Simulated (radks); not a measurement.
Species: neutral copper. Configuration: [Ar] 3d10 7s1 (not the ground configuration).

All-electron calculation, scalar-relativistic Kohn-Sham, PBE, spin-polarised, spherical densities, finite nucleus; open shells are filled with parallel spins first; Fermi nuclear charge, rms radius 3.8823 fm. Program: a radial shooting solver on a logarithmic mesh with Libxc functionals.

Energy parts (eV):
part                       energy
total                  -45023.281
kinetic                 45692.820
electron-nucleus      -108210.016
Hartree                 19328.112
exchange-correlation    -1834.197

Orbitals (lengths in bohr, moments of r in powers of bohr; <r^-3> diverges for s and p1/2; r(90%) holds 90 % of the orbital's charge):
| orbital | occ. | eigenvalue (eV) | <r^2> | <r^-3> | r(90%) |
|---|---|---|---|---|---|
| 1s up | 1 | -8858.372 | 0.003656 | - | 0.0931 |
| 1s down | 1 | -8858.371 | 0.003656 | - | 0.0931 |
| 2s up | 1 | -1069.495 | 0.06526 | - | 0.364 |
| 2s down | 1 | -1069.497 | 0.06526 | - | 0.364 |
| 2p up | 3 | -924.0283 | 0.05227 | 706.1 | 0.338 |
| 2p down | 3 | -924.0294 | 0.05227 | 706.1 | 0.338 |
| 3s up | 1 | -121.9719 | 0.5876 | - | 1.07 |
| 3s down | 1 | -121.9745 | 0.5876 | - | 1.07 |
| 3p up | 3 | -79.4448 | 0.6670 | 89.25 | 1.16 |
| 3p down | 3 | -79.4469 | 0.6669 | 89.25 | 1.16 |
| 3d up | 5 | -12.3124 | 1.430 | 7.588 | 1.83 |
| 3d down | 5 | -12.3090 | 1.423 | 7.595 | 1.83 |
| 7s up | 1 | -0.5893 | 738.4 | - | 34.6 |

The highest occupied level is 7s up at -0.589 eV. The electron density at the nucleus is 2.24e+04 e/bohr^3 (large components only). The spin density at the nucleus is 0.1818 e/bohr^3 (1s 0.0013, 2s 0.0032, 3s -0.0033, 7s 0.1805). Summed over all electrons, <r^2> = 758.2 bohr^2, which gives a Langevin (diamagnetic) susceptibility term of -601 x 10^-6 cm^3/mol. The density falls to 0.001 e/bohr^3 at r = 3.33 bohr.
